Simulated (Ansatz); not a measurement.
`[NH2][Ga]([SH])[Cl]`. Total charge 0; spin multiplicity 1.

Z-matrix (Å, degrees):
```
N
Ga 1 1.799
H 1 1.005 2 121.9
H 1 1.005 2 123.5 3 164.5
S 2 2.186 1 123.4 3 -173.7
Cl 2 2.141 1 117.5 3 8.2
H 5 1.343 2 92.5 1 -178.6
```

Problem. List the harmonic frequencies (cm⁻¹, unscaled) at PBE0-D4/def2-TZVP in Ansatz. (Estimate.)

Solution. The calculation gave: 106, 117, 149, 184, 221, 364, 389, 440, 698, 734, 764, 1554, 2718, 3623, 3734.

Problem. Is this a minimum?

Solution. Yes, all 15 modes are real.

Problem. Give the ideal-gas thermochemistry at 298.15 K and 1 bar (rigid rotor, harmonic oscillator; point group C1, symmetry number 1).

Solution. Zero-point energy 94.5 kJ/mol; H(298) − E = 116.0 kJ/mol; entropy 359.6 J/(mol·K), of which translation 171.7, rotation 116.0, vibration 71.9; G(298) − E = 8.8 kJ/mol.

Problem. And at 400, 500, 600, 800 and 1000 K?

Solution. 
```csv
T (K),H − E (kJ/mol),S (J/mol/K),G − E (kJ/mol)
400,126.8,390.7,-29.4
500,138.2,415.9,-69.8
600,150.0,437.5,-112.5
800,174.8,473.1,-203.7
1000,200.7,502.1,-301.3
```

Problem. Rotational constants (cm⁻¹)?

Solution. 0.1312, 0.07085, 0.04601.
